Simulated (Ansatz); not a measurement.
Reaction (formal hydrolysis of a C–Si bond): `C[SiH2]C(F)(F)Cl` + H₂O → `OC(F)(F)Cl` + `C[SiH3]`

Gas-phase electronic energies from Ansatz, PBE0-D4/def2-TZVP geometries. CCSD(T)/CBS adds triple-zeta CCSD(T) − MP2 to the extrapolated MP2 energy (def2 sets, frozen cores). This one scheme is used for every species. DFT in def2-TZVPP. B3LYP here is the variant with VWN-RPA as its local correlation; programs differ in this. Each species was taken in one conformer, which may not be the lowest.

```csv
level,ΔE (kJ/mol),difference from CCSD(T)/CBS
revPBE-D4,18.8,-3.5
B3LYP-D4,16.6,-5.7
r2SCANh-D4,8.5,-13.8
r2SCAN0-D4,6.4,-15.9
B2PLYP,11.0,-11.3
revPBE,12.9,-9.4
r2SCAN,8.4,-13.9
CAM-B3LYP,3.6,-18.7
RPA@PBE/def2-TZVPP,11.4,-10.9
CCSD/def2-SVP,-25.9,-48.2
CCSD(T)/def2-SVP,-25.6,-47.9
HF/def2-TZVPP,-11.1,-33.4
CCSD/def2-TZVPP,9.1,-13.2
HF/def2-QZVPP,-9.8,-32.1
MP2/CBS(def2),26.8,4.5
CCSD/CBS(def2),19.7,-2.6
CCSD(T)/CBS,22.3,0
```

Largest T1 diagnostic among the species: 0.012.

From r2SCAN to r2SCAN0 (25 % exact exchange), in def2-TZVPP and without D4, ΔE moves by −3.9 kJ/mol. Leaving LDA and LC-ωPBE aside and taking each functional with its dispersion term where it has one, the values, not all of them listed here, spread over 20.6 kJ/mol, from B97M-V to BLYP-D4. LDA lies −9.2 kJ/mol from PBE without D4. At CCSD(T), def2-SVP lies −47.9 kJ/mol from the extrapolated value and def2-TZVPP −10.6 kJ/mol.

CCSD(T)/CBS has its own doubt, a few kJ/mol and more with outer-core shells, so smaller differences from it don't rank the levels.
